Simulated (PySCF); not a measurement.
4,4-dichlorobut-1-yne (C4H4Cl2), SMILES C(#C)CC(Cl)Cl. Geometry optimised at B3LYP-D3(BJ)/def2-SVP. One conformer was computed; it need not be the lowest.

Give the equilibrium geometry at B3LYP-D3(BJ)/def2-SVP (PySCF confirms it by a frequency run) as Cartesian coordinates in Å. (An estimate is asked for; the answer gives what the named calculation found.)

One answer among several that fit: 
```xyz
10

C     -2.0076    -0.0114     2.5013
C     -1.2822    -0.4611     1.6434
C     -0.3876    -0.9914     0.6188
C      0.5141     0.0790    -0.0001
Cl     1.6970    -0.7004    -1.1070
Cl    -0.4479     1.3212    -0.8615
H     -2.6576     0.3858     3.2579
H      0.2677    -1.7647     1.0534
H     -0.9603    -1.4725    -0.1911
H      1.0965     0.6075     0.7626
```
